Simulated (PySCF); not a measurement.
## Radial density of I⁺ (iodine, charge +1)

B3LYP, [Kr] 4d10 5s2 5p4, high-spin 3P determinant. Calculation: PySCF 2.14, in def2-TZVP with the def2 core potential (28 electrons) (6s5p3d2f, 50 functions); a scalar-relativistic core potential. This is the valence pseudo-density: the core potential removes the inner electrons and smooths the orbitals near the nucleus.

| r (bohr) | 4πr²ρ (e/bohr) | 4πr²(ρα − ρβ) |
| --- | --- | --- |
| 0.00208 | 1.475e-05 | 0.0000 |
| 0.00351 | 4.068e-05 | 0.0000 |
| 0.00590 | 0.0001075 | 0.0000 |
| 0.00992 | 0.0002569 | 0.0000 |
| 0.0167 | 0.0005208 | 0.0000 |
| 0.0281 | 0.0009173 | 0.0000 |
| 0.0472 | 0.001422 | 0.0000 |
| 0.0794 | 0.003744 | 0.0000 |
| 0.134 | 0.02765 | 0.0003 |
| 0.225 | 0.3466 | 0.0032 |
| 0.378 | 5.177 | 0.0610 |
| 0.636 | 26.17 | 0.2252 |
| 1.07 | 14.25 | 0.0493 |
| 1.80 | 4.520 | 1.1215 |
| 3.02 | 1.283 | 0.5029 |
| 5.09 | 0.04807 | 0.0172 |
| 8.56 | 0.0001096 | 0.0000 |

Energies and moments cover only the electrons outside the core potential.
